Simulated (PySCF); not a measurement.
# Excitation energy of V²⁺ by level of theory

V²⁺ [Ar] 3d3 (4F) → V²⁺ [Ar] 3d2 4s1 (4F), as a difference of total energies. All numbers are calculated (PySCF 2.14, the spin-free X2C one-electron Hamiltonian (Gaussian nucleus), in ANO-RCC-VTZP (6s5p3d2f1g, 59 functions)). Correlated levels: valence: [Ar] frozen; valence and next inner shell: [Ne] frozen. The calculations carry no spin-orbit coupling.

```json
{"method": "UHF", "excitation energy (cm⁻¹)": "44422"}
{"method": "LDA", "excitation energy (cm⁻¹)": "48759"}
{"method": "PBE", "excitation energy (cm⁻¹)": "48252"}
{"method": "PBE0", "excitation energy (cm⁻¹)": "48850"}
{"method": "r2SCAN", "excitation energy (cm⁻¹)": "50567"}
{"method": "M06-2X", "excitation energy (cm⁻¹)": "47854"}
{"method": "MP2 (valence)", "excitation energy (cm⁻¹)": "46248"}
{"method": "SCS-MP2 (valence)", "excitation energy (cm⁻¹)": "45030"}
{"method": "MP2 (valence and next inner shell)", "excitation energy (cm⁻¹)": "47597"}
{"method": "SCS-MP2 (valence and next inner shell)", "excitation energy (cm⁻¹)": "46532"}
```

Task: Estimate what B2PLYP gives.

Result: 47213 cm⁻¹, closest to MP2 (valence and next inner shell) among the rows shown.

Task: Estimate what BLYP gives.

Result: 46973 cm⁻¹, closest to SCS-MP2 (valence and next inner shell) among the rows shown.

A first-order spin-orbit estimate (lowest level to lowest level, LS coupling) adds -0.007 eV.

The basis was made for the ground configuration and has no added diffuse functions, so the excitation energy can come out too high.
